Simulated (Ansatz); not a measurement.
`CO[SiH]([SiH3])S` from Hartree–Fock to CCSD(T)

Cartesian coordinates in Å:
```
C -0.738 -2.118 -0.710
O -0.489 -0.728 -0.736
Si -0.130 0.154 0.600
Si 0.156 2.352 -0.127
S 1.619 -0.535 1.629
H -1.588 -2.356 -0.061
H 0.139 -2.669 -0.354
H -0.971 -2.440 -1.725
H -1.182 -0.019 1.642
H 0.298 3.243 1.055
H 1.401 2.430 -0.939
H -0.993 2.813 -0.951
H 2.478 -0.129 0.678
```

The species carries charge 0 and has multiplicity 1. All single points use the PBE0-D4/def2-TZVP geometry. It is one conformer, not always the lowest. Frozen core, restricted reference, the Gaussian-basis code of Ansatz. CBS rows extrapolate triple and quadruple zeta; past MP2 they add the triple-zeta difference.

| basis | HF (Eh) | MP2 corr. | CCSD corr. | (T) | CCSD(T) total |
| --- | --- | --- | --- | --- | --- |
| def2-SVP | -1092.44336 | -0.65585 | -0.72784 | -0.01931 | -1093.19051 |
| def2-TZVPP | -1092.93252 | -0.83858 | -0.90612 | -0.03545 | -1093.87409 |
| def2-QZVPP | -1092.96753 | -0.90387 | – | – | – |
| CBS(def2) | -1092.97235 | -0.95223 | -1.01977 | as TZ | -1094.02757 |
